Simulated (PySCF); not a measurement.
Property card for `C#CCCC(=C)C=C`

Species: C₈H₁₀.
Structure used (GFN2-xTB), in Å, numbered top down from 1:
```xyz
18
C8H10 angstrom
C      3.687   -0.566   -0.073
C      2.588   -0.116   -0.221
C      1.238    0.379   -0.388
C      0.211   -0.728   -0.090
C     -1.191   -0.222   -0.286
C     -1.856   -0.488   -1.410
C     -1.808    0.594    0.751
C     -1.276    0.919    1.924
H      4.659   -0.941    0.049
H      1.109    0.728   -1.417
H      1.078    1.229    0.281
H      0.396   -1.567   -0.763
H      0.350   -1.083    0.933
H     -1.427   -1.086   -2.196
H     -2.854   -0.120   -1.583
H     -2.802    0.950    0.510
H     -0.298    0.596    2.237
H     -1.813    1.528    2.631
```

Among its groups: alkyne and C=C double bond.

GFN2-xTB geometry:

```
Point group of the GFN2-xTB geometry                  : C1
Rotational constants A, B, C of the GFN2-xTB geometry : 3.749, 1.129, 0.920 GHz
```

**PBE0/def2-SVPD ground state and vertical TDDFT (core frozen in the response) (PySCF)**

```
Dipole moment                                                     : 0.69 D
HOMO energy                                                       : -6.88 eV
LUMO energy                                                       : -1.00 eV
HOMO–LUMO gap                                                     : 5.88 eV
Lowest singlet excitation                                         : 5.63 eV (220 nm, f = 0.387)
Strongest line among the 8 lowest singlet transitions             : S1 at 5.63 eV (220 nm, f = 0.387)
Lowest triplet excitation (Tamm–Dancoff)                          : 3.18 eV
Static isotropic polarisability                                   : 96.8 au
Electronic spatial extent ⟨r²⟩ about the centre of nuclear charge : 1262 bohr²
```

Monoisotopic mass from the formula: 106.0783 u.

The dipole equals about 2.3 × 10⁻³⁰ C·m (1 D = 3.33564 × 10⁻³⁰ C·m). The vertical singlet–triplet gap S1 − T1 is 2.45 eV (TDDFT singlet less Tamm–Dancoff triplet; S1: HOMO→LUMO, weight 0.89; T1: HOMO→LUMO, weight 0.93). With B = h/(8π²I), that is 505.379 GHz u Å² over I, the principal moments of inertia are 134.8, 447.8 and 549.1 u Å² (most abundant isotopes); the inertial defect Ic − Ia − Ib is -33.5 u Å² (zero for a rigid planar frame, negative otherwise). No computed singlet falls in the visible range (750 to 380 nm, 1.65 to 3.26 eV); S1 lies 2.37 eV above its blue end. S1 lies 0.25 eV below the HOMO–LUMO gap; its leading configuration is HOMO→LUMO, weight 0.89. In wavenumbers S1 is 45400 cm⁻¹ (1 eV = 8065.54 cm⁻¹). The rotational constants make it an asymmetric top with κ = (2B − A − C)/(A − C) = -0.85, nearer the prolate limit (−1).

The structure is a single GFN2-xTB conformer in the gas phase; no vibrational or solvent corrections.

For the TDDFT job (PBE0/def2-SVPD), hardware: one thread of an Arm Neoverse V1, no GPU, on a shared host. Cost: 58 s wall.
